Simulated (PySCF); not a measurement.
Geometry (Å), atoms numbered from 1 in this order:
```xyz
15

C    -1.7821   -0.6813    0.6203
C    -1.4299   -0.0989   -0.7099
C    -0.2339    0.3834   -1.0376
C     0.9529    0.3821   -0.1943
C     1.6193    1.4587    0.1614
F     1.2239    2.7478   -0.1658
C     1.5654   -1.0202    0.2796
O     2.2824   -1.5582   -0.5573
O     1.2405   -1.3518    1.4190
H    -0.8833   -0.8431    1.2103
H    -2.2966   -1.6352    0.4929
H    -2.4534   -0.0121    1.1656
H    -2.2376   -0.0514   -1.4345
H    -0.0895    0.8028   -2.0299
H     2.5175    1.4853    0.7581
```

Total charge -1.

Geometry: GFN2-xTB; GIAO shifts from PySCF, gas phase, non-relativistic, averaged over equivalent atoms.

At CAM-B3LYP/pcSseg-1 (183 basis functions, 39 s wall time on 1 thread of an Intel Xeon Platinum 8488C, shared host):
| atoms | δ (ppm) |
| --- | --- |
| C7 | 169.8 |
| C5 | 154.9 |
| C4 | 145.4 |
| C3 | 137.9 |
| C2 | 132.7 |
| C1 | 17.9 |
| F6 | -147.4 |
| O8/O9 | 360.9 |
| H14 | 6.61 |
| H15 | 6.56 |
| H13 | 5.29 |
| H10/H11/H12 | 2.31 |

Shifts are taken against calculated references (same method and geometry level): 13C (σref 185.10), 1H (σref 31.78) vs TMS; 19F (σref 183.22) vs CFCl3; 17O (σref 340.17) vs H2O.

Question: Estimate the result of repeating the calculation with PBE0/pcSseg-1.

Answer: 
| atoms | δ at PBE0/pcSseg-1 | change |
| --- | --- | --- |
| C7 | 165.3 | -4.5 |
| C5 | 151.3 | -3.6 |
| C4 | 140.6 | -4.8 |
| C3 | 135.0 | -2.9 |
| C2 | 129.0 | -3.7 |
| C1 | 18.5 | +0.6 |
| F6 | -149.4 | -2.0 |
| O8/O9 | 362.8 | +1.9 |
| H14 | 6.70 | +0.09 |
| H15 | 6.56 | +0.00 |
| H13 | 5.30 | +0.01 |
| H10/H11/H12 | 2.35 | +0.04 |

δ = σ(ref) − σ, references computed at the same level: 13C (186.93 ppm) and 1H (31.72 ppm) vs TMS; CFCl3 for 19F (170.95 ppm); 17O (336.08 ppm) vs H2O.

The largest change is at C4 (α carbon of a C=C–C=O unit). Cost: 183 basis functions, 41 s wall time on 1 thread of an Intel Xeon Platinum 8488C, shared host. The order of the carbon signals is the same at both levels.

Unscaled 19F shifts against computed CFCl3 carry errors that often reach 10 to 50 ppm. Unscaled 17O shifts of doubly bonded oxygen tend to come out too high, by tens of ppm or more. Experimental scales use liquid or dissolved standards, which lie at an offset from isolated H2O (liquid H2O: subtract about 36 ppm).
